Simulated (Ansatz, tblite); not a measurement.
Cost and result up the ladder for CuSe₅ (6 atoms). Total charge 0; doublet. Geometry: PBE-D4/def2-SVP.

Cartesian coordinates in Å:
```
Cu -0.640 0.991 -0.998
Se -1.148 -0.945 1.609
Se 1.251 0.476 -2.137
Se 1.057 -0.087 1.620
Se -2.447 0.549 0.296
Se 1.927 -0.984 -0.390
```

Ansatz on 4 threads of Arm Neoverse V2 on a shared host; xTB runs through tblite on one thread. Times are rough, summed over both states, and most runs start from the orbitals of an earlier one. PBE0-D4/def2-SVP serves as the yardstick here, not as an exact answer. The other state is a quartet at its own geometry, which has other bonds, so the gap mixes isomer and spin.

The xTB rows come from tblite. Correlated methods freeze 54 core orbitals; core or outer-core shells of Se are correlated, in sets that lack core-valence functions. The structure comes from a short search, and lower isomers may exist.

Run but left out: HF/STO-3G (doublet: ⟨S²⟩ 1.77, where a pure state has 0.75).

Second-order perturbation terms are unreliable where d shells bring near-degenerate states, and here MP2/def2-SVP lies more than 0.4 eV from the median of the functionals without such a term.

Correlated methods converge slowly with the basis, most of all in double-zeta sets.

xTB has no spin-polarisation term.

| level | functions | wall time |
| --- | --- | --- |
| GFN1-xTB | 54 | 0.015 s |
| GFN2-xTB | 54 | 0.019 s |
| PBE-D4/def2-SVP (with forces) | 191 | 13 s |
| revPBE-D4/def2-SVP | 191 | 13 s |
| PBE0-D4/def2-SVP | 191 | 32 s |
| r2SCAN-D4/def2-SVP | 191 | 33 s |
| MP2/def2-SVP | 191 | 50 s |
| B2PLYP/def2-SVP | 191 | 66 s |

(1) Estimate what each level gives for the quartet − doublet (eV).

Results:

(1) 
```tsv
level	quartet − doublet (eV)	difference from PBE0-D4/def2-SVP (eV)
GFN1-xTB	1.66	0.87
GFN2-xTB	1.34	0.55
PBE-D4/def2-SVP (with forces)	0.70	-0.10
revPBE-D4/def2-SVP	0.71	-0.09
PBE0-D4/def2-SVP	0.80	0.00
r2SCAN-D4/def2-SVP	0.67	-0.13
MP2/def2-SVP	2.62	1.82
B2PLYP/def2-SVP	0.82	0.02
```
